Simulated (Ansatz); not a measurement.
Cartesian coordinates in Å:
```
N 1.251 -1.145 0.984
C 0.495 -0.764 0.046
O 0.623 -1.294 -1.181
Ge -0.949 0.587 0.165
O -0.781 1.819 -1.102
H 1.055 -0.660 1.854
H 1.345 -1.941 -1.132
H -2.331 -0.025 -0.069
H -0.806 1.214 1.568
H 0.096 2.208 -1.132
```

Total charge 0; spin multiplicity 1.

Problem. List the PBE/def2-TZVPP orbital energies in eV (Ansatz). (Best estimate.)

Solution. Ansatz gave: Occupied: -10805.02, -1338.34, -1191.76, -1191.75, -1191.74, -511.48, -510.27, -380.21, -271.47, -162.98, -114.44, -114.41, -114.39, -30.41, -30.25, -30.24, -30.19, -30.18, -27.24, -24.53, -22.30, -16.04, -14.21, -13.17, -11.78, -10.48, -10.22, -9.10, -8.96, -8.49, -7.25, -6.95, -6.32. Lowest empty: -1.62, -0.14, -0.03, 0.41, 0.90, 1.17, 1.76, 2.02.
